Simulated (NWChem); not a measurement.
System: CAuO cation; SMILES [C-](->[Au+])#[O+]

Results from NWChem. Coordinates come from a PBE-D3(BJ)/def2-SVP optimisation. The spin multiplicity was typed, not searched, and may not be the lowest. def2 effective core potentials on Au; no spin-orbit coupling. Hybrids' shares of exact exchange are those that their runs print; pure functionals count as 0. The functionals differ in more than this share.

```csv
row,share of exact exchange,highest occupied level (eV)
PBE/def2-SVP,0.00,-14.36
PW91/def2-SVP,0.00,-14.42
B3LYP/def2-SVP,0.20,withheld
PW6B95/def2-SVP,0.28,-15.81
Hartree-Fock/def2-SVP,1.00,-18.81
```

Question: Fit a straight line of the last column on the one before it, predict the withheld value, and compare with the run.

Answer: 
1. Means of the 4 shown rows: x = 0.320, y = -15.850. Slope Σ(x − x̄)(y − ȳ)/Σ(x − x̄)² = -2.949/0.6688 = -4.409; intercept -14.439.
2. The shown rows scatter about the line by 0.082 (root mean square); the largest residual is -0.14, at PW6B95/def2-SVP.
3. At x = 0.20 (B3LYP/def2-SVP; inside the shown range) the line gives -15.32.
4. The run gives -15.46, -0.14 from the line, 1.7 times the scatter.
